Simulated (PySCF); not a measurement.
**Working out the ionisation energy of Kr**

Kr [Kr] (1S) → Kr+ [Ar] 3d10 4s2 4p5 (2P). All numbers are calculated (PySCF 2.14, the non-relativistic Hamiltonian (point nucleus), in 6-31G* (5s4p3d, 32 functions)). Frozen: [Ar] 3d10. Energies in hartree (1 hartree = 27.21139 eV):

| part | Kr (lower) | Kr+ (upper) |
| --- | --- | --- |
| UHF | -2751.679509 | -2751.195656 |
| CCSD correlation | -0.125898 | -0.106236 |
| (T) | -0.001331 | -0.001075 |

Problem. What does Hartree-Fock give?

Solution. (-2751.195656) − (-2751.679509) = 0.483853 hartree = 13.166 eV.

Problem. What do CCSD and CCSD(T) give?

Solution. The CCSD correlation energies differ by 0.019662 hartree = 0.535 eV and the triples by 0.000256 hartree = 0.007 eV, so CCSD gives 13.701 eV and CCSD(T) 13.708 eV.

Measured between the centres of the two terms (NIST): 14.222 eV, so CCSD(T) (valence) is off by -0.514 eV.

The calculation is non-relativistic.

What remains against the reference includes basis incompleteness, the frozen core and higher excitations.
